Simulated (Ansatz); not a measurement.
`[SH][Ga]([SH])[SH]` and `[SH][In]([SH])[SH]` differ in one element.

Ansatz, PBE0-D4/def2-TZVP geometries, multiplicity 1. Each molecule was computed in one conformer, which needn't be the lowest.

Elements past krypton have def2 core potentials. Scalar relativity is left out up to krypton.

| property | `[SH][Ga]([SH])[SH]` |
| --- | --- |
| HOMO energy (PBE/def2-TZVPP) / eV | -6.45 |
| LUMO energy (B3LYP/def2-TZVPP) / eV | -1.24 |
| HOMO–LUMO gap (PBE0/def2-TZVPP) / eV | 6.71 |
| LUMO energy (PBE0/def2-TZVPP) / eV | -0.96 |
| HOMO–LUMO gap (PBE/def2-TZVPP) / eV | 4.59 |
| HOMO–LUMO gap (ωB97M-V/def2-TZVPP) / eV | 10.76 |

(1) Give the same properties after the change, and the shifts. (An estimate is asked.)

Answers

(1) Computed: 
```json
{"property": "HOMO energy (PBE/def2-TZVPP) / eV", "`[SH][In]([SH])[SH]`": "-6.40", "shift": "0.05"}
{"property": "LUMO energy (B3LYP/def2-TZVPP) / eV", "`[SH][In]([SH])[SH]`": "-2.00", "shift": "-0.76"}
{"property": "HOMO–LUMO gap (PBE0/def2-TZVPP) / eV", "`[SH][In]([SH])[SH]`": "5.90", "shift": "-0.81"}
{"property": "LUMO energy (PBE0/def2-TZVPP) / eV", "`[SH][In]([SH])[SH]`": "-1.72", "shift": "-0.76"}
{"property": "HOMO–LUMO gap (PBE/def2-TZVPP) / eV", "`[SH][In]([SH])[SH]`": "3.84", "shift": "-0.75"}
{"property": "HOMO–LUMO gap (ωB97M-V/def2-TZVPP) / eV", "`[SH][In]([SH])[SH]`": "9.94", "shift": "-0.82"}
```

With PBE0 the HOMO rises by 0.05 eV and the LUMO falls by 0.76 eV, so the gap narrows by about 0.81 eV. PBE moves the HOMO by 0.05 eV and ωB97M-V by 0.04 eV.

B3LYP here is the variant with VWN-RPA as its local correlation; programs differ in this.
